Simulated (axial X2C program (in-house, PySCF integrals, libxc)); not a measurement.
# Density and ELF of SeF⁺

Computed with an in-house all-electron X2C program for linear molecules (integrals from PySCF). Spin-free means the one-electron spin-free X2C Hamiltonian. Basis: Se dyall-v3z [8s9p6d1f], F dyall-v3z [6s5p2d1f] (cores contracted in-house); Gaussian nuclei, density fitting, unrestricted open shells. Masses: Se 79.917 u, F 18.998 u.

PBE0, spin-free, state M_S = 1, Λ = 0 (beyond evenly filled blocks: π+α, π-α); Se at z = 0, F at z = 1.666 Å.

The maps cover the half plane through the axis: z from -2.4 to 3.6 Å along the bond, ρ from 0.15 to 2.25 Å away from it.

log10 of the density in e/bohr³:

```
 ρ\z  -2.4  -1.8  -1.2  -0.6   0.0   0.6   1.2   1.8   2.4   3.0   3.6
0.15  -4.1  -2.8  -1.6  -0.5   1.4  -0.5  -0.3   0.4  -1.0  -2.5  -4.0
0.45  -4.2  -2.9  -1.7  -0.8   0.1  -0.8  -0.6  -0.2  -1.3  -2.6  -4.1
0.75  -4.3  -3.0  -1.9  -1.1  -0.8  -1.1  -1.1  -0.9  -1.7  -2.9  -4.2
1.05  -4.4  -3.2  -2.2  -1.5  -1.2  -1.5  -1.7  -1.7  -2.3  -3.3  -4.5
1.35  -4.6  -3.5  -2.6  -1.9  -1.7  -2.0  -2.3  -2.4  -2.8  -3.7  -4.8
1.65  -4.8  -3.9  -3.0  -2.4  -2.2  -2.5  -2.9  -3.0  -3.5  -4.2  -5.2
1.95  -5.1  -4.2  -3.5  -2.9  -2.8  -3.0  -3.4  -3.7  -4.1  -4.7  -5.7
2.25  -5.4  -4.6  -3.9  -3.5  -3.3  -3.5  -4.0  -4.3  -4.7  -5.3  -6.2
```

Electron localisation function (collinear form, no current term, damped to 0 at low density):

```
 ρ\z  -2.4  -1.8  -1.2  -0.6   0.0   0.6   1.2   1.8   2.4   3.0   3.6
0.15  0.00  0.07  0.59  0.20  0.24  0.14  0.77  0.16  0.74  0.10  0.00
0.45  0.00  0.07  0.61  0.34  0.48  0.20  0.75  0.88  0.67  0.09  0.00
0.75  0.00  0.06  0.62  0.79  0.41  0.44  0.52  0.80  0.50  0.06  0.00
1.05  0.00  0.05  0.58  0.90  0.88  0.51  0.20  0.52  0.28  0.02  0.00
1.35  0.00  0.03  0.48  0.86  0.88  0.43  0.06  0.18  0.11  0.01  0.00
1.65  0.00  0.01  0.29  0.72  0.74  0.30  0.02  0.03  0.02  0.00  0.00
1.95  0.00  0.00  0.08  0.41  0.46  0.14  0.01  0.00  0.00  0.00  0.00
2.25  0.00  0.00  0.01  0.08  0.12  0.03  0.00  0.00  0.00  0.00  0.00
```

Axial spin density in 10⁻³ e/bohr³:

```
 ρ\z  -2.4  -1.8  -1.2  -0.6   0.0   0.6   1.2   1.8   2.4   3.0  3.6
0.15   0.0  -0.2  -2.2  -3.3  85.1   2.8  -3.4  67.5  -1.2  -0.1  0.0
0.45   0.0   0.0   0.5  17.3   8.3  15.6  -0.9  31.2   0.3   0.0  0.0
0.75   0.0   0.1   2.3  25.7  59.4  19.2  -1.2   4.3   0.4   0.0  0.0
1.05   0.0   0.2   2.2  16.3  34.0  11.7  -0.4   0.2   0.1   0.0  0.0
1.35   0.0   0.1   1.4   7.2  12.7   5.1   0.1  -0.1   0.0   0.0  0.0
1.65   0.0   0.1   0.6   2.6   4.1   1.9   0.1  -0.1   0.0   0.0  0.0
1.95   0.0   0.0   0.2   0.9   1.2   0.6   0.1   0.0   0.0   0.0  0.0
2.25   0.0   0.0   0.1   0.3   0.3   0.2   0.0   0.0   0.0   0.0  0.0
```

The state is one determinant whose occupation by symmetry is held fixed; it was picked as the lowest of a PBE0 search that is not exhaustive.
